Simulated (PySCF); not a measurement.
C₄H₅FSi, SMILES C#C/C(F)=C/[SiH3]. Atoms are numbered in the order given.

```xyz
11

C      0.4685    -3.1723     0.0000
C      0.1964    -1.9902     0.0000
C     -0.1205    -0.5996     0.0000
F     -1.4487    -0.3514     0.0000
C      0.7433     0.4270     0.0000
Si     0.1889     2.2211     0.0000
H      0.7102    -4.2189     0.0000
H      1.8046     0.1654     0.0000
H     -0.6259     2.5250    -1.2107
H     -0.6259     2.5250     1.2107
H      1.4049     3.0822     0.0000
```
Charge 0, spin multiplicity 1.

The structure is a stationary point at B3LYP-D3(BJ)/def2-SVP. The structure was generated by enumeration; whether it is a known compound was not checked.

Two levels are set side by side: PBE/pcSseg-1 (PySCF) and PBE0/pcSseg-1 (PySCF). GIAO shifts against CFCl3 (¹⁹F), TMS (²⁹Si), TMS (¹H), TMS (¹³C) at the same level; non-relativistic, no solvent, atoms listed together averaged. Differences are taken from unrounded values.

```json
[
 {"quantity": "δ(¹³C) of C1 (ppm)", "PBE": "87.9"},
 {"quantity": "δ(¹³C) of C2 (ppm)", "PBE": "82.2"},
 {"quantity": "δ(¹³C) of C3 (ppm)", "PBE": "161.5"},
 {"quantity": "δ(¹⁹F) of F4 (ppm)", "PBE": "-85.8"},
 {"quantity": "δ(¹³C) of C5 (ppm)", "PBE": "110.7"},
 {"quantity": "δ(²⁹Si) of Si6 (ppm)", "PBE": "-88.1"},
 {"quantity": "δ(¹H) of H7 (ppm)", "PBE": "3.32"},
 {"quantity": "δ(¹H) of H8 (ppm)", "PBE": "5.72"}
]
```

### Question
These are the PBE values. What does PBE0 give? (Estimate from the structure and the level; the computed values follow.)

### Answer

| quantity | PBE0 | PBE minus PBE0 |
|---|---|---|
| δ(¹³C) of C1 (ppm) | 91.0 | -3.1 |
| δ(¹³C) of C2 (ppm) | 80.6 | 1.6 |
| δ(¹³C) of C3 (ppm) | 163.2 | -1.7 |
| δ(¹⁹F) of F4 (ppm) | -79.2 | -6.6 |
| δ(¹³C) of C5 (ppm) | 114.1 | -3.5 |
| δ(²⁹Si) of Si6 (ppm) | -83.0 | -5.2 |
| δ(¹H) of H7 (ppm) | 3.48 | -0.16 |
| δ(¹H) of H8 (ppm) | 5.81 | -0.09 |

Rough cost on one machine, each run with all the roots and properties that it gave: PBE0 against PBE within a factor of 2.
